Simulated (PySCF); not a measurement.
HOP, SMILES O=P.

Geometry: TPSSh-D3(BJ)/def2-TZVPD.

Two levels are set side by side: TDDFT-PBE/def2-TZVPD (PySCF) and EOM-CCSD/aug-cc-pVDZ (PySCF). Vertical, same geometry; the bases differ. Differences are taken from unrounded values.

```json
[
 {"quantity": "lowest singlet excitation (eV)", "EOM-CCSD": "2.55", "TDDFT-PBE": "2.30", "TDDFT-PBE minus EOM-CCSD": "-0.25"},
 {"quantity": "lowest triplet excitation (TDA for PBE) (eV)", "EOM-CCSD": "1.74", "TDDFT-PBE": "1.44", "TDDFT-PBE minus EOM-CCSD": "-0.30"}
]
```

Functionals without exact exchange tend to place singlet excitations lower, as here. Differences between two approximate levels are no errors against the true value.

Rough cost on one machine, each run with all the roots and properties that it gave: EOM-CCSD against TDDFT-PBE about 3 times.
